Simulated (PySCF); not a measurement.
# Dipole moment and polarisability of `FC(F)OC1=CC=C[SiH2]1`

Species: C5H6F2OSi.
Atom-mapped SMILES: `[F:1][CH:2]([F:3])[O:4][C:5]1=[CH:6][CH:7]=[CH:8][SiH2:9]1` (hydrogens: H10 on C2; H11 on C6; H12 on C7; H13 on C8; H14, H15 on Si9)

Geometry (GFN2-xTB, Å), atoms numbered from 1 in this order:
```
atom  x, y, z in Å
F1     3.7090   -0.1601    0.1957
C2     2.5041    0.2667   -0.2089
F3     2.5725    1.6237   -0.2146
O4     1.5816   -0.1941    0.6587
C5     0.2551   -0.1080    0.2898
C6    -0.2584    0.5254   -0.7723
C7    -1.7060    0.4258   -0.8875
C8    -2.3541   -0.2686    0.0584
Si9   -1.1225   -0.9328    1.3190
H10    2.3476   -0.0568   -1.2564
H11    0.2961    1.0926   -1.5053
H12   -2.1942    0.9119   -1.7201
H13   -3.4247   -0.3814    0.0471
H14   -1.2320   -0.3492    2.6523
H15   -0.9785   -2.3870    1.3222
```

Level: CAM-B3LYP/def2-SVPD (PySCF), static field, nuclei fixed, core orbitals frozen in the response. The polarisability tensor in these axes (au):

```
x   103.09   4.00  -0.56
y     4.00  73.62 -14.29
z    -0.56 -14.29  85.18
```

Q: Give the principal values, the mean and the anisotropy Δα = √{½[(α1 − α2)² + (α2 − α3)² + (α1 − α3)²]}.

A: Principal values 63.75, 94.03 and 104.10 au; mean 87.30 au = 12.94 Å³ = 14.39 × 10⁻⁴⁰ C²·m²/J; Δα = 36.38 au (42 % of the mean).

Q: What is the dipole moment, and where does it point?

A: (-2.37, -0.76, -1.24) D, 2.78 D in size, pointing from the negative to the positive side. Measured along this direction, the outermost atoms are F1 at the negative end and H13 at the positive end.

Q: What are the principal values of the traceless quadrupole moment, Θ = ½Σq(3rr − r²1), about the centre of nuclear charge?

A: -6.77, -1.71, 8.48 D·Å. The values depend on the origin, since the dipole doesn't vanish. The electronic extent ⟨r²⟩ about the same centre is 1610 bohr², a root-mean-square distance of 2.44 Å for the 76 electrons.

Q: What would n − 1 = 2πNα be for an ideal gas of these molecules at 273.15 K and 1 atm, electronic part alone?

A: N = p/kT = 2.6868 × 10¹⁹ cm⁻³, so n − 1 = 2π × N × 12.94 × 10⁻²⁴ cm³ = 2184 × 10⁻⁶ at long wavelengths.

Q: Form Σ f/ω² (atomic units) for the 8 lowest TDDFT singlets, given as eV and f, and set it beside the mean polarisability, which is this sum over all singlets: 4.21, 0.0846; 5.91, 0.0005; 5.97, 0.0032; 6.22, 0.0009; 6.79, 0.0063; 6.86, 0.0144; 6.93, 0.0018; 7.08, 0.0243.

A: They add up to 4.34 au, 5.0 % of the 87.30 au; the largest single term is 3.53 au, from the state at 4.21 eV. Terms in order: 3.53, 0.01, 0.07, 0.02, 0.10, 0.23, 0.03, 0.36 au. Higher excitations give the rest. The strengths listed sum to 0.136.

Q: What depolarisation ratio follows for Rayleigh scattering of linearly polarised light, taking the static tensor?

A: ρ = 3Δα²/(45ᾱ² + 4Δα²) = 3969.4/(342931 + 5292.6) = 0.0114.

The structure is a single GFN2-xTB conformer in the gas phase; no vibrational or solvent corrections.
